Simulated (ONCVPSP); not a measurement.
# P: one change to an ONCV potential, before and after

```
Element                 : P
Generator               : ONCVPSP 4.0.1
Type                    : optimised norm-conserving Vanderbilt (ONCV)
Functional              : PBE
Relativity              : scalar-relativistic
Frozen core             : [Ne]
Valence charge          : 5
Reference configuration : 3s2 3p3
Partial waves           : 3s: rc 1.30 bohr, ncon 4, nbas 9, qcut 4.9 1/bohr, 2 projectors, debl 0.8 Ha; 3p: rc 1.90 bohr, ncon 3, nbas 7, qcut 5 1/bohr, 2 projectors, debl 1 Ha
Local potential         : polynomial inside 1.25 bohr (lpopt 3, dvloc0 0 Ha)
Core correction         : none
```

All-electron outer shells of the reference configuration (PBE, scalar-relativistic, ld1.x):

```tsv
shell	level (eV)	outermost node (bohr)	outermost maximum (bohr)
2s	-173.99	0.14	0.42
2p	-124.49	–	0.36
3s	-13.97	0.65	1.58
3p	-5.51	0.64	1.83
```

Change: all radii scaled by about 1.19 (s 1.54, p 2.26 bohr); local potential polynomial inside 1.48 bohr (lpopt 3, dvloc0 0 Ha).

Cutoffs: the cutoffs (Ha) at which the residual kinetic energy of the hardest occupied pseudo-wave falls to 1 and 0.1 mHa per electron; they do not see the model core or the augmentation charge, which bear on the density cutoff. Errors are all-electron minus pseudo energies relative to the spin-unpolarised reference configuration.

Predict the effect on cutoff, ghosts and configuration errors.

The potential gets neither clearly harder nor softer (10 Ha and 76 Ha → 10 Ha and 15 Ha); of the 4 tests that both files solve, the error grows in 3 and shrinks in 1 by more than 15 % and 0.3 meV (median size 1.8 → 6.4 meV); neither file shows a bound ghost.

```
                            quantity               base            changed
                       cutoff, loose              10 Ha              10 Ha
                       cutoff, tight              76 Ha              15 Ha
             loose cutoff by channel  s 10 Ha, p 4.3 Ha  s 10 Ha, p 4.4 Ha
                        bound ghosts               none               none
         GHOST(+) flags under 300 eV      s at 122.5 eV      s at 149.0 eV
 error for 3s2 3p2, meV [ΔE 9.73 eV]               -1.0               -1.9
error for 3s2 3p1, meV [ΔE 28.88 eV]               -0.9               -7.5
error for 3s2 3p0, meV [ΔE 58.62 eV]                +15               -8.7
error for 3s1 3p3, meV [ΔE 18.85 eV]               +2.7               +5.3
```
